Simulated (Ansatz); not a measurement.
Relaxation of ClGaH$_{6}$Si (9 atoms, charge 0, multiplicity 1), to a largest force component of 0.03 eV/Å in at most 50 steps.

These are results of Ansatz 0.2.0, RKS PBE-D4/def2-mTZVP, not measurements.

```xyz
9
Properties=species:S:1:pos:R:3
Ga 0.058 -0.465 -0.384
Cl 0.016 0.248 2.975
H 1.375 0.295 -0.808
H -1.356 0.188 -0.650
Si 0.163 -2.622 0.554
H -0.722 -3.631 -0.117
H 1.538 -3.209 0.662
H -0.347 -2.569 1.987
H -0.160 -1.060 2.685
```

Where does it end, and by what steps?

It converged. After 7 steps the energy has fallen by 0.156 eV; Cl2 moved furthest, 0.53 Å.

```csv
step,energy less start (eV),largest force component (eV/Å),accepted
0,0.0000,0.703,yes
1,-0.0715,0.764,yes
2,-0.1210,0.737,yes
3,-0.1279,0.455,yes
4,-0.1404,0.501,yes
5,-0.1538,0.125,yes
6,-0.1552,0.061,yes
7,-0.1560,0.022,yes
```

```xyz
9
Properties=species:S:1:pos:R:3
Ga 0.048 -0.417 -0.203
Cl 0.060 0.375 2.464
H 1.366 0.366 -0.589
H -1.373 0.201 -0.529
Si 0.163 -2.726 0.553
H -0.713 -3.690 -0.195
H 1.542 -3.317 0.608
H -0.341 -2.747 1.986
H -0.186 -0.870 2.810
```

Whether the end is a true minimum wasn't checked by a vibrational analysis.

Run time: 31 s on 2 threads of Intel(R) Xeon(R) Processor @ 2.50GHz (Skylake/Cascade Lake), with other jobs on the host, peak memory 0.16 GiB.
